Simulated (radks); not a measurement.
Values are calculated unless marked as measured or tabulated.
Question: Zn IV, configuration [Ar] 3d9. Level of theory: scalar-relativistic Kohn-Sham, PBE, spin-polarised, spherical densities, point nucleus; open shells are filled with parallel spins first (a radial shooting solver on a logarithmic mesh with Libxc functionals). Some entries of the table are withheld. Estimate them.

orbital,occ.,eigenvalue (Ry),r(max) (bohr)
1s down,1,-703.2554,0.03291
1s up,1,-703.2553,0.03291
2s up,1,-88.28765,0.1893
2s down,1,-88.23806,0.1892
2p up,3,-76.93970,0.1521
2p down,3,-76.90256,0.1521
3s up,1,-12.61781,0.5872
3s down,1,-12.52592,0.5874
3p up,3,(1),0.5907
3p down,3,(2),0.5911
3d up,5,(3),0.5586
3d down,4,(4),0.5601
4s up,0,-2.62532,1.765
4s down,0,-2.60057,1.774
4p up,0,-1.96715,2.038
4p down,0,-1.94825,2.050

Answer: 
(1) 3p up eigenvalue (Ry): -9.23503
(2) 3p down eigenvalue (Ry): -9.14477
(3) 3d up eigenvalue (Ry): -3.76883
(4) 3d down eigenvalue (Ry): -3.68270
